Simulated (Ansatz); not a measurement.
Basis-set extrapolation for CH5BSSi (PBE0-D4/def2-TZVP geometry, frozen core, the Gaussian-basis code of Ansatz). Multiplicity 1, RHF reference.

```csv
,def2-TZVPP,def2-QZVPP
HF,-751.887488,-751.910415
MP2 correlation,-0.582050,-0.623545
CCSD(T) correlation,-0.657147,not run
```

Energies in hartree. Use E(X) = E(∞) + A·exp(−7.88·√X) for Hartree–Fock and E(X) = E(∞) + B·X^(−2.97) for correlation, with X = 3 and 4, and add CCSD(T) minus MP2 of the smaller set to the MP2 limit.

Question: What is the CCSD(T) energy at the basis-set limit?

Answer: HF limit: -751.910415 + (-0.022927) × 0.13774 = -751.91357. MP2 limit: -0.623545 + (-0.041495) × 0.74074 = -0.65428. Higher-order term: -0.657147 − (-0.582050) = -0.07510. Total: -752.64295 hartree, 61.7 kcal/mol below CCSD(T)/def2-TZVPP.
